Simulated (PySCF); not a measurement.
S₄, SMILES S1SSS1.

The structure is a stationary point at PBE-D3(BJ)/def2-SVP.

All values below come from PBE-D3(BJ)/def2-SVP (PySCF).

Frequencies are harmonic and unscaled.

Modes within 1.5 cm⁻¹ of each other (mostly degenerate sets) share a row, with their intensities summed.

**Question.** List the normal modes with their intensities. (Estimate from the structure and the level; the computed values follow.)

**Answer.** 
```tsv
mode	ν (cm⁻¹)	IR (km/mol)	moving atoms (share of kinetic energy)
1	190	0.0	S 100 %
2	283	0.2	S 100 %
3–4	351	1.2	S 100 %
5	369	0.0	S 100 %
6	472	0.0	S 100 %
```
